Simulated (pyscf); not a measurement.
# HO–Si(SiH₂•)(SiH₃)–SiH₃, doublet

Gas-phase minimum from PySCF at ωB97X-D3(BJ)/def2-SVP, one conformer. HO–Si(SiH₂•)(SiH₃)–SiH₃ lies 26.3 kcal/mol over its isomer H₃Si–O–Si•(SiH₃)–SiH₃ (electronic energy, ωB97M-D3(BJ)/def2-TZVP). 

```
Si
O 1 1.6842
H 2 0.9636 1 115.67
Si 1 2.3222 2 112.01 3 55.29
H 4 1.4947 1 113.02 2 -163.65
H 4 1.4949 5 109.79 1 131.38
Si 1 2.3288 2 107.15 3 174.67
H 7 1.4919 1 110.62 2 -62.14
H 7 1.4931 8 109.37 1 -123.11
H 7 1.4940 8 109.01 9 -118.93
Si 1 2.3380 2 113.10 3 -64.41
H 11 1.4932 1 111.31 2 -62.38
H 11 1.4941 12 108.91 1 119.78
H 11 1.4948 12 108.56 13 118.11
```
Charge 0, spin multiplicity 2.

Properties at ωB97X-D3(BJ)/def2-SVP:

```yaml
harmonic_wavenumbers_unscaled: 76, 80, 86, 105, 109, 117, 157, 176, 251, 353, 430, 440, 449, 501, 527, 550, 571, 577, 820, 873, 882, 905, 932, 946, 949, 950, 954, 2224, 2234, 2239, 2241, 2243, 2246, 2249, 2255, 3915 cm⁻¹
zero_point_energy: 50.9 kcal/mol
rotational_symmetry_number: 1
Entropy of this conformer at 298 K and 1 atm, rigid rotor and harmonic oscillator, modes under 100 cm⁻¹ raised to 100: 442.6 J/(mol K)
dipole_moment: 1.08 D
Spin expectation value S2: 0.754
```

Single-point totals, which compare only within one level:

```csv
level,total energy (hartree)
ωB97X-D3(BJ)/def2-TZVP,-1238.79383
PBE/def2-TZVP,-1237.96960
r²SCAN/def2-TZVP,-1238.51893
B3LYP-D3(BJ)/def2-TZVP,-1238.77985
PBE0-D3(BJ)/def2-TZVP,-1238.10425
M06-2X/def2-TZVP,-1238.53030
ωB97M-D3(BJ)/def2-TZVP,-1238.83549
```

Soft torsions are taken as harmonic, which can shift the entropy by several J/(mol K).
